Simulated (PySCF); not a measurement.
PySCF input (TPSS/def2-TZVPD):

```python
from pyscf import gto, scf, dft

mol = gto.M(
    atom='''
    B    -0.00000000   -0.00000000   -0.58802649
    N     0.00000000    0.00000000    0.67320422
    H    -0.00000000   -0.00000000   -1.77229711
    ''',
    basis='def2-tzvpd',
    charge=-1,
    spin=0,
    verbose=4,
)

mf = dft.RKS(mol, xc='tpss').density_fit(auxbasis='def2-universal-jkfit')
mf.grids.level = 3
mf.conv_tol = 1e-9
mf.max_cycle = 100
mf.max_memory = 1500
mf.kernel()
if not mf.converged:
    mf = mf.newton()
    mf.kernel(mf.make_rdm1())
mf.analyze()
```

Output:

```
PySCF version 2.14.0

[INPUT] verbose = 4
[INPUT] num. atoms = 3
[INPUT] num. electrons = 14
[INPUT] charge = -1
[INPUT] spin (= nelec alpha-beta = 2S) = 0
[INPUT] symmetry False subgroup None
[INPUT] Mole.unit = angstrom
[INPUT] Symbol           X                Y                Z      unit          X                Y                Z       unit  Magmom
[INPUT]  1 B      0.000000000000   0.000000000000  -0.588026490000 AA    0.000000000000   0.000000000000  -1.111209020089 Bohr   0.0
[INPUT]  2 N      0.000000000000   0.000000000000   0.673204220000 AA    0.000000000000   0.000000000000   1.272171601701 Bohr   0.0
[INPUT]  3 H      0.000000000000   0.000000000000  -1.772297110000 AA    0.000000000000   0.000000000000  -3.349156149258 Bohr   0.0

nuclear repulsion = 18.4339299167736
number of shells = 31
number of NR pGTOs = 115
number of NR cGTOs = 83
basis = def2-tzvpd
ecp = {}

******** <class 'pyscf.df.df_jk.DFRKS'> ********
method = DFRKS
initial guess = minao
damping factor = 0
level_shift factor = 0
DIIS = <class 'pyscf.scf.diis.CDIIS'>
diis_start_cycle = 1
diis_space = 8
diis_damp = 0
SCF conv_tol = 1e-09
SCF conv_tol_grad = None
SCF max_cycles = 100
direct_scf = False
XC library pyscf.dft.libxc version 7.1.2
    S. Lehtola, C. Steigemann, M. J. T. Oliveira, and M. A. L. Marques,  SoftwareX 7, 1–5 (2018)
XC functionals = tpss
    J. Tao, J. P. Perdew, V. N. Staroverov, and G. E. Scuseria,  Phys. Rev. Lett. 91, 146401 (2003)
    J. P. Perdew, J. Tao, V. N. Staroverov, and G. E. Scuseria,  J. Chem. Phys. 120, 6898 (2004)
    J. Tao, J. P. Perdew, V. N. Staroverov, and G. E. Scuseria,  Phys. Rev. Lett. 91, 146401 (2003)
    J. P. Perdew, J. Tao, V. N. Staroverov, and G. E. Scuseria,  J. Chem. Phys. 120, 6898 (2004)
radial grids:
    Treutler-Ahlrichs [JCP 102, 346 (1995); DOI:10.1063/1.469408] (M4) radial grids

becke partition: Becke, JCP 88, 2547 (1988); DOI:10.1063/1.454033
pruning grids: <function nwchem_prune>
grids dens level: 3
symmetrized grids: False
atomic radii adjust function: <function treutler_atomic_radii_adjust>
small_rho_cutoff = 0
Set gradient conv threshold to 3.16228e-05
Initial guess from minao.
tot grids = 37760
init E= -80.1649599478164
  HOMO = -0.335273242400847  LUMO = -0.048724721412438  gap/eV = 7.79738
cycle= 1 E= -80.0567912726215  delta_E= 0.108  |g|= 0.792  |ddm|= 1.95
  HOMO = 0.156072124178779  LUMO = 0.214144242364096  gap/eV = 1.58022
cycle= 2 E= -76.2035287138502  delta_E= 3.85  |g|= 2.51  |ddm|=  154
  HOMO = -0.0518391953949267  LUMO = 0.138260089104135  gap/eV = 5.17287
cycle= 3 E= -80.1662857171587  delta_E= -3.96  |g|= 0.484  |ddm|=  154
  HOMO = -0.0392611853484127  LUMO = 0.133752040024143  gap/eV = 4.70793
cycle= 4 E= -80.2171705126933  delta_E= -0.0509  |g|= 0.262  |ddm|= 0.668
  HOMO = 0.0187756781154491  LUMO = 0.142452458849142  gap/eV = 3.36542
cycle= 5 E= -80.2381279803747  delta_E= -0.021  |g|= 0.081  |ddm|= 0.788
  HOMO = 0.0187798588293564  LUMO = 0.143338336241641  gap/eV = 3.38941
cycle= 6 E= -80.2394123478067  delta_E= -0.00128  |g|= 0.0281  |ddm|= 0.178
  HOMO = 0.0197999058380902  LUMO = 0.14331556423128  gap/eV = 3.36103
cycle= 7 E= -80.2395959154214  delta_E= -0.000184  |g|= 0.0109  |ddm|= 0.0289
  HOMO = 0.0208996733442547  LUMO = 0.14354322146492  gap/eV = 3.33730
cycle= 8 E= -80.2396263465463  delta_E= -3.04e-05  |g|= 0.00112  |ddm|= 0.0295
  HOMO = 0.0208871744961553  LUMO = 0.143517748867122  gap/eV = 3.33695
cycle= 9 E= -80.2396267163903  delta_E= -3.7e-07  |g|= 0.000232  |ddm|= 0.00214
  HOMO = 0.0209113964652953  LUMO = 0.143519497679286  gap/eV = 3.33634
cycle= 10 E= -80.2396267293153  delta_E= -1.29e-08  |g|= 1.41e-05  |ddm|= 0.000728
  HOMO = 0.0209118192473872  LUMO = 0.143519063265664  gap/eV = 3.33631
cycle= 11 E= -80.239626729366  delta_E= -5.07e-11  |g|= 5.15e-07  |ddm|= 1.57e-05
  HOMO = 0.0209121286837931  LUMO = 0.143519112247093  gap/eV = 3.33631
Extra cycle  E= -80.239626729366  delta_E= -5.68e-14  |g|= 1.02e-06  |ddm|= 8.16e-06
converged SCF energy = -80.239626729366
**** SCF Summaries ****
Total Energy =                         -80.239626729366023
Nuclear Repulsion Energy =              18.433929916773572
One-electron Energy =                 -148.125999086187903
Two-electron Energy =                   49.452442440048308
Two-electron Coulomb Energy =           60.953526696163841
DFT Exchange-Correlation Energy =      -11.501084256115531
HOMO-LUMO gap [eV] =                     3.336305958488745
**** MO energy ****
MO #1   energy= -13.7946228120145  occ= 2
MO #2   energy= -6.29661187972989  occ= 2
MO #3   energy= -0.432490292211904 occ= 2
MO #4   energy= -0.180179555939919 occ= 2
MO #5   energy= -0.00318719368814691 occ= 2
MO #6   energy= 0.0209121286837786 occ= 2
MO #7   energy= 0.0209121286837931 occ= 2
MO #8   energy= 0.143519112247093  occ= 0
MO #9   energy= 0.200699213279249  occ= 0
MO #10  energy= 0.210226486037008  occ= 0
MO #11  energy= 0.210226486037013  occ= 0
MO #12  energy= 0.282989315093737  occ= 0
MO #13  energy= 0.284745715577226  occ= 0
MO #14  energy= 0.284745717100524  occ= 0
MO #15  energy= 0.299637772517569  occ= 0
MO #16  energy= 0.299637772517573  occ= 0
MO #17  energy= 0.320447612150087  occ= 0
MO #18  energy= 0.345707065517479  occ= 0
MO #19  energy= 0.345707065517482  occ= 0
MO #20  energy= 0.359413353900666  occ= 0
MO #21  energy= 0.381950842254135  occ= 0
MO #22  energy= 0.444777757081027  occ= 0
MO #23  energy= 0.444777757081032  occ= 0
MO #24  energy= 0.572161787179608  occ= 0
MO #25  energy= 0.582846165091497  occ= 0
MO #26  energy= 0.582846204612357  occ= 0
MO #27  energy= 0.641447505590434  occ= 0
MO #28  energy= 0.655466354967055  occ= 0
MO #29  energy= 0.655466354967066  occ= 0
MO #30  energy= 0.735474518828891  occ= 0
MO #31  energy= 0.761308755198242  occ= 0
MO #32  energy= 0.761308911923022  occ= 0
MO #33  energy= 0.782713794359411  occ= 0
MO #34  energy= 0.79305724119412   occ= 0
MO #35  energy= 0.79305724119413   occ= 0
MO #36  energy= 0.845209184659293  occ= 0
MO #37  energy= 0.904752521461401  occ= 0
MO #38  energy= 0.904752521461409  occ= 0
MO #39  energy= 1.0684229910584    occ= 0
MO #40  energy= 1.30127907027329   occ= 0
MO #41  energy= 1.30285760220468   occ= 0
MO #42  energy= 1.30285760220471   occ= 0
MO #43  energy= 1.41906194593438   occ= 0
MO #44  energy= 1.55808534484062   occ= 0
MO #45  energy= 1.55808572601201   occ= 0
MO #46  energy= 1.5943152113763    occ= 0
MO #47  energy= 1.73085581304149   occ= 0
MO #48  energy= 1.73085581304149   occ= 0
MO #49  energy= 1.96969955069832   occ= 0
MO #50  energy= 1.96969955069833   occ= 0
MO #51  energy= 2.03957251284475   occ= 0
MO #52  energy= 2.03957251284477   occ= 0
MO #53  energy= 2.05661365091487   occ= 0
MO #54  energy= 2.15365954650567   occ= 0
MO #55  energy= 2.15365984205388   occ= 0
MO #56  energy= 2.15787251820333   occ= 0
MO #57  energy= 2.18069245957161   occ= 0
MO #58  energy= 2.18069317568799   occ= 0
MO #59  energy= 2.3655314370038    occ= 0
MO #60  energy= 2.36553143700382   occ= 0
MO #61  energy= 2.53649071743556   occ= 0
MO #62  energy= 2.70118241280933   occ= 0
MO #63  energy= 2.70118241280934   occ= 0
MO #64  energy= 2.84208243745688   occ= 0
MO #65  energy= 3.03329983230237   occ= 0
MO #66  energy= 3.03329983230241   occ= 0
MO #67  energy= 3.35926213648842   occ= 0
MO #68  energy= 3.73461385463172   occ= 0
MO #69  energy= 4.2115858269772    occ= 0
MO #70  energy= 4.24798855678044   occ= 0
MO #71  energy= 4.24798855678044   occ= 0
MO #72  energy= 4.56820355589575   occ= 0
MO #73  energy= 4.56821505998163   occ= 0
MO #74  energy= 4.98207382242965   occ= 0
MO #75  energy= 4.98211159488968   occ= 0
MO #76  energy= 5.04175542113827   occ= 0
MO #77  energy= 5.04175542113829   occ= 0
MO #78  energy= 5.33191466365496   occ= 0
MO #79  energy= 5.33191466365497   occ= 0
MO #80  energy= 5.37796658495087   occ= 0
MO #81  energy= 5.90763255437526   occ= 0
MO #82  energy= 14.9348603681491   occ= 0
MO #83  energy= 32.2490613387674   occ= 0
 ** Mulliken pop on meta-lowdin orthogonal AOs  **
 ** Mulliken pop  **
pop of  0 B 1s            1.99975
pop of  0 B 2s            0.83046
pop of  0 B 3s            0.00597
pop of  0 B 4s            0.00123
pop of  0 B 5s            0.00245
pop of  0 B 6s            0.00149
pop of  0 B 2px           0.81486
pop of  0 B 2py           0.81486
pop of  0 B 2pz           0.89506
pop of  0 B 3px           0.00593
pop of  0 B 3py           0.00593
pop of  0 B 3pz           0.02280
pop of  0 B 4px           0.00382
pop of  0 B 4py           0.00382
pop of  0 B 4pz           0.00102
pop of  0 B 3dxy          0.00000
pop of  0 B 3dyz          0.00193
pop of  0 B 3dz^2         0.00100
pop of  0 B 3dxz          0.00193
pop of  0 B 3dx2-y2       0.00000
pop of  0 B 4dxy          0.00000
pop of  0 B 4dyz          0.00001
pop of  0 B 4dz^2         0.00075
pop of  0 B 4dxz          0.00001
pop of  0 B 4dx2-y2       0.00000
pop of  0 B 5dxy          0.00000
pop of  0 B 5dyz          0.00109
pop of  0 B 5dz^2         0.00498
pop of  0 B 5dxz          0.00109
pop of  0 B 5dx2-y2       0.00000
pop of  0 B 4f-3          0.00000
pop of  0 B 4f-2          0.00000
pop of  0 B 4f-1          0.00019
pop of  0 B 4f+0          0.00243
pop of  0 B 4f+1          0.00019
pop of  0 B 4f+2          0.00000
pop of  0 B 4f+3          0.00000
pop of  1 N 1s            1.99994
pop of  1 N 2s            1.54645
pop of  1 N 3s            0.02195
pop of  1 N 4s            0.00339
pop of  1 N 5s            0.00079
pop of  1 N 6s            0.00009
pop of  1 N 2px           1.16637
pop of  1 N 2py           1.16637
pop of  1 N 2pz           1.60688
pop of  1 N 3px           0.00254
pop of  1 N 3py           0.00254
pop of  1 N 3pz           0.00796
pop of  1 N 4px           0.00102
pop of  1 N 4py           0.00102
pop of  1 N 4pz           0.00122
pop of  1 N 3dxy          0.00000
pop of  1 N 3dyz          0.00051
pop of  1 N 3dz^2         0.00771
pop of  1 N 3dxz          0.00051
pop of  1 N 3dx2-y2       0.00000
pop of  1 N 4dxy          0.00000
pop of  1 N 4dyz          0.00040
pop of  1 N 4dz^2         0.00061
pop of  1 N 4dxz          0.00040
pop of  1 N 4dx2-y2       0.00000
pop of  1 N 5dxy          0.00000
pop of  1 N 5dyz          0.00039
pop of  1 N 5dz^2         0.00026
pop of  1 N 5dxz          0.00039
pop of  1 N 5dx2-y2       0.00000
pop of  1 N 4f-3          0.00000
pop of  1 N 4f-2          0.00000
pop of  1 N 4f-1          0.00004
pop of  1 N 4f+0          0.00091
pop of  1 N 4f+1          0.00004
pop of  1 N 4f+2          0.00000
pop of  1 N 4f+3          0.00000
pop of  2 H 1s            1.02899
pop of  2 H 2s            0.00170
pop of  2 H 3s            0.00071
pop of  2 H 2px           0.00029
pop of  2 H 2py           0.00029
pop of  2 H 2pz           0.00069
pop of  2 H 3px           0.00060
pop of  2 H 3py           0.00060
pop of  2 H 3pz           0.00036
 ** Mulliken atomic charges  **
charge of    0B =     -0.42506
charge of    1N =     -0.54071
charge of    2H =     -0.03423

WARN: System has nonzero charge -1; the dipole moment is origin-dependent.
Location of origin: [0. 0. 0.]

Dipole moment(X, Y, Z, Debye): -0.00000,  0.00000, -2.26146
```
